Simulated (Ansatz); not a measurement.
The Si1–I3 bond of FISi (SMILES F[Si]I) is stretched (multiplicity 1, the rest rigid).
Geometry at rest (charge 0, multiplicity 1):
```xyz
3

Si     0.725     1.019     1.189
F      1.161     2.164     0.144
I     -0.389    -0.637    -0.338
```

Correlated levels freeze the cores. Filled d and f shells under p-block atoms count as core.

Programs: Ansatz (Gaussian basis) for Hartree–Fock, density functionals and correlated methods. Values without a source in brackets are computed. In def2 rows elements past Kr take small-core potentials, without spin–orbit coupling.

FIC-MRCISD+Q on CASSCF(6,4)/def2-TZVPP, total energies (hartree):

```tsv
R (Å)	CASSCF	MRCISD	weight c² of the reference
2.513	-685.169321	-685.605931	0.88412
4.398	-685.077749	-685.503924	0.88493
8.043	-685.067848	-685.492209	0.88553
```

### Question
Add the Davidson correction (E_MRCISD − E_CASSCF)(1 − c²)/c² and give the energies above the first point at the three levels.

### Answer

Corrections (hartree): -0.057227, -0.055419, -0.054857. Above the first point (kcal/mol):
- R = 4.398 Å: CASSCF 57.5, MRCISD 64.0, with the correction 65.1
- R = 8.043 Å: CASSCF 63.7, MRCISD 71.4, with the correction 72.8

Doubts at one or more of the structures used: active orbitals that take no part (FIC-MRCISD+Q on CASSCF(6,4)/def2-TZVPP).

Ansatz is a first-principles code.
